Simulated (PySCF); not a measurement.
Solvent effects on NMR parameters

Geometry:
| atom | x (Å) | y (Å) | z (Å) |
| --- | --- | --- | --- |
| C1 | 0.376 | -1.248 | -1.026 |
| C2 | 1.215 | 0.044 | -1.159 |
| C3 | 0.683 | 1.105 | -0.191 |
| C4 | -0.804 | 1.341 | -0.473 |
| C5 | -1.596 | 0.042 | -0.201 |
| C6 | -0.624 | -1.096 | 0.124 |
| C7 | 0.135 | -0.757 | 1.409 |
| C8 | 0.849 | 0.605 | 1.247 |
| H9 | 1.023 | -2.121 | -0.842 |
| H10 | -0.170 | -1.460 | -1.959 |
| H11 | 2.277 | -0.153 | -0.937 |
| H12 | 1.182 | 0.430 | -2.190 |
| H13 | 1.241 | 2.045 | -0.326 |
| H14 | -1.175 | 2.166 | 0.155 |
| H15 | -0.930 | 1.667 | -1.518 |
| H16 | -2.212 | -0.232 | -1.073 |
| H17 | -2.295 | 0.176 | 0.641 |
| H18 | -1.183 | -2.036 | 0.258 |
| H19 | 0.861 | -1.558 | 1.627 |
| H20 | -0.564 | -0.735 | 2.261 |
| H21 | 1.920 | 0.520 | 1.490 |
| H22 | 0.433 | 1.352 | 1.942 |

GIAO PBE0/pcSseg-1 in PySCF on one PBE0-D3(BJ)/def2-SVP conformer, non-relativistic, equivalent nuclei averaged. Solvents enter as an IEF-PCM continuum (cyclohexane with ε = 2.0, tetrahydrofuran with ε = 7.4) around the gas-phase geometry. Shifts are referred to TMS computed in the same medium.

Gas phase, δ in ppm: C1/C2/C4/C5/C7/C8 28.5, C3/C6 25.6, H9/H10/H11/H12/H14/H15/H16/H17/H19/H20/H21/H22 1.41, H13/H18 1.16. Dipole moment 0.00 D.

(1) How does each δ change in the continuum?

(2) Which nuclei move most (in ppm), and what does the model miss?

Answers

(1) 
```
                                         atoms                       environment  Δδ, cyclohexane  Δδ, tetrahydrofuran
                             C1/C2/C4/C5/C7/C8                 sp3 CH2 in a ring             +0.2                 +0.4
                                         C3/C6                  sp3 CH in a ring             +0.3                 +0.7
H9/H10/H11/H12/H14/H15/H16/H17/H19/H20/H21/H22  hydrogen on an sp3 CH2 in a ring             0.00                -0.01
                                       H13/H18   hydrogen on an sp3 CH in a ring             0.00                 0.00
```

Changes are relative to the gas phase.

(2) C3/C6 (sp3 CH in a ring, +0.7 ppm) in tetrahydrofuran. A continuum only polarises the solute; specific hydrogen bonds, the anisotropy of aromatic solvents and changes of geometry or conformer are outside it.
